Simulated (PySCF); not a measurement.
## Calculated data, GeH₃N, ClGeH₂, BGeH₄

Calculation on a computer-drawn molecule: vertical ionisation energy to the stated ion spin, frozen-core CCSD(T) at the basis limit and cheaper methods, single-reference cases, UHF for radicals, no spin-orbit; all values are single points at the evaluated structure, the first of each entry, which is the reference or a displaced copy of it and isn't optimised; the reference structure only sets the zero of the energies above reference; triples share is (T) over the correlation energy; on germanium a core potential holds 10 electrons, which the energies leave out, and 3d is frozen in MP2 and coupled-cluster steps. Program: PySCF 2.14.0.

Common to all runs: multiplicity 1; ion multiplicity 2; diffuse functions no; basis and core potential on germanium cc-pVnZ-PP ECP10MDF; reference is the Hartree-Fock double-zeta minimum; best is HF at quadruple zeta + MP2 correlation extrapolated from triple and quadruple zeta + CCSD(T) minus MP2 at triple zeta; basis step is the size of the change from the same recipe one zeta lower.

(1) 
```xyz
5
formula=GeH3N charge=0 basis=cc-pVnZ ionisation_energy_best=8.969 ionisation_energy_basis_step=0.04124 energy_above_reference_best=15.68 energy_above_reference_basis_step=0.1488 ionisation_energy_Koopmans_at_triple_zeta=8.906 ionisation_energy_EOM_CCSD_at_triple_zeta=8.933 total_energy_HF_triple_zeta=-349.5779 total_energy_CCSD(T)_triple_zeta=-349.9369 total_energy_best=-349.9814 T1_diagnostic_at_triple_zeta=0.01684 D1_diagnostic_at_triple_zeta=0.0454 ion_T1_diagnostic_at_triple_zeta=0.027 ion_D1_diagnostic_at_triple_zeta=0.06295 ion_spin_squared_at_triple_zeta=0.8161 triples_share_at_triple_zeta=0.03821 basis_functions_triple_zeta=111 dipole_magnitude_HF_at_triple_zeta=1.79 dipole_magnitude_CCSD_unrelaxed_at_triple_zeta=1.921 dipole_magnitude_PBE_at_triple_zeta=2.042 dipole_magnitude_r2SCAN_at_triple_zeta=2.055 dipole_magnitude_B3LYP_at_triple_zeta=1.936 dipole_magnitude_wB97X_at_triple_zeta=1.928
N      0.3568    -0.4383    -1.2307
Ge     2.0446    -0.8996    -1.4174
H     -0.1549    -0.4542    -0.4598
H     -0.2932    -0.0689    -2.0903
H      2.0182    -0.5292    -3.1369
```

Units: ionisation_energy_best, ionisation_energy_basis_step, ionisation_energy_Koopmans_at_triple_zeta, ionisation_energy_EOM_CCSD_at_triple_zeta in eV; energy_above_reference_best, energy_above_reference_basis_step in kcal/mol; total_energy_HF_triple_zeta, total_energy_CCSD(T)_triple_zeta, total_energy_best in hartree; dipole_magnitude_HF_at_triple_zeta, dipole_magnitude_CCSD_unrelaxed_at_triple_zeta, dipole_magnitude_PBE_at_triple_zeta, dipole_magnitude_r2SCAN_at_triple_zeta, dipole_magnitude_B3LYP_at_triple_zeta, dipole_magnitude_wB97X_at_triple_zeta in debye.

Reference structure:
```xyz
5
GeH3N
N      0.2870    -0.4006    -1.2527
Ge     2.0396    -0.8374    -1.3842
H     -0.1958    -0.3974    -0.3740
H     -0.3141    -0.1390    -2.0110
H      2.0970    -0.6332    -2.9605
```

Drawn bonds:
```
atom  other atom  order
   1           2      1
   1           3      1
   1           4      1
   2           5      1
```

Triple zeta:
```
 method  ionisation energy (eV)  energy above reference (kcal/mol)
     HF                   7.981                              17.12
    PBE                   8.775                              14.42
 r2SCAN                   8.796                              15.26
  B3LYP                   8.941                              15.21
  wB97X                   9.011                              15.81
    MP2                   8.785                              16.36
   CCSD                   8.836                              15.84
CCSD(T)                   8.844                              15.69
```

(2) 
```xyz
4
formula=ClGeH2 charge=1 basis=cc-pV(n+d)Z
Cl    -0.5402     3.0159    -2.8778
Ge     0.1256     2.1503    -1.2145
H      1.4983     1.5835    -1.2493
H     -0.8223     2.0766    -0.0471
```

Reference structure:
```xyz
4
ClGeH2
Cl    -0.5377     3.0401    -2.9161
Ge     0.1282     2.1249    -1.2034
H      1.5297     1.5735    -1.2280
H     -0.8322     2.0701    -0.0443
```

Drawn bonds:
```
atom  other atom  order
   1           2      1
   2           3      1
   2           4      1
```

(3) 
```xyz
6
formula=BGeH4 charge=1 basis=cc-pVnZ
B      1.5861     1.0613    -0.1491
Ge     1.6937     0.9445    -2.1772
H      1.7265     0.0764     0.5242
H      1.4042     2.1211     0.3383
H      2.9802     1.0738    -2.9841
H      0.4611     0.6942    -3.0852
```

Reference structure:
```xyz
6
BGeH4
B      1.5879     1.0631    -0.1240
Ge     1.6869     0.9339    -2.2042
H      1.7307     0.0561     0.4899
H      1.3937     2.1374     0.3447
H      2.9794     1.0887    -2.9845
H      0.4731     0.6763    -3.0781
```

Drawn bonds:
```
atom  other atom  order
   1           2      1
   1           3      1
   1           4      1
   2           5      1
   2           6      1
```

Questions
1. What triples share at triple zeta does the calculation give for ClGeH₂ (entry 2)?
2. ClGeH₂ (entry 2): ionisation energy basis step?
3. Give the missing ionisation energy EOM CCSD at triple zeta for ClGeH₂ (entry 2).
4. Estimate the ion T1 diagnostic at triple zeta of ClGeH₂ (entry 2).
5. Estimate the T1 diagnostic at triple zeta of BGeH₄ (entry 3).
6. BGeH₄ (entry 3): ion spin squared at triple zeta?
7. Give the missing total energy HF triple zeta for BGeH₄ (entry 3).
8. Give the table of triple zeta values for BGeH₄ (entry 3).

Answers
1. 0.03763
2. 0.06906 eV
3. 18.34 eV
4. 0.03519
5. 0.01178
6. 0.7718
7. -320.0905 hartree
8. 
Triple zeta:
```
 method  ionisation energy (eV)  energy above reference (kcal/mol)
     HF                   17.04                             0.9567
    PBE                   17.48                            -0.1967
 r2SCAN                    17.6                           -0.05612
  B3LYP                   17.69                             0.1848
  wB97X                   17.74                             0.2665
    MP2                    17.8                             0.5213
   CCSD                   17.78                             0.4531
CCSD(T)                    17.8                             0.4033
```

Further results for ClGeH₂ (entry 2):

```
ionisation energy best                    : 18.49 eV
energy above reference best               : 1.377 kcal/mol
energy above reference basis step         : 0.182 kcal/mol
ionisation energy Koopmans at triple zeta : 18.83 eV
total energy HF triple zeta               : -753.8074 hartree
total energy CCSD(T) triple zeta          : -754.1317 hartree
total energy best                         : -754.1816 hartree
T1 diagnostic at triple zeta              : 0.01274
D1 diagnostic at triple zeta              : 0.03646
ion D1 diagnostic at triple zeta          : 0.1555
ion spin squared at triple zeta           : 0.7635
basis functions triple zeta               : 106
```

Triple zeta:
```
 method  ionisation energy (eV)  energy above reference (kcal/mol)
     HF                   17.31                             0.8555
    PBE                   17.97                              1.786
 r2SCAN                   18.12                             0.9444
  B3LYP                   18.19                              1.577
  wB97X                   18.33                             0.7151
    MP2                   18.51                              1.203
   CCSD                   18.27                              1.363
CCSD(T)                   18.32                              1.518
```

Further results for BGeH₄ (entry 3):

```
ionisation energy best                    : 17.89 eV
ionisation energy basis step              : 0.0274 eV
energy above reference best               : 0.3528 kcal/mol
energy above reference basis step         : 0.05446 kcal/mol
ionisation energy Koopmans at triple zeta : 18.03 eV
ionisation energy EOM CCSD at triple zeta : 17.85 eV
total energy CCSD(T) triple zeta          : -320.3212 hartree
total energy best                         : -320.3464 hartree
D1 diagnostic at triple zeta              : 0.02163
ion T1 diagnostic at triple zeta          : 0.01766
ion D1 diagnostic at triple zeta          : 0.0429
triples share at triple zeta              : 0.02574
basis functions triple zeta               : 125
```
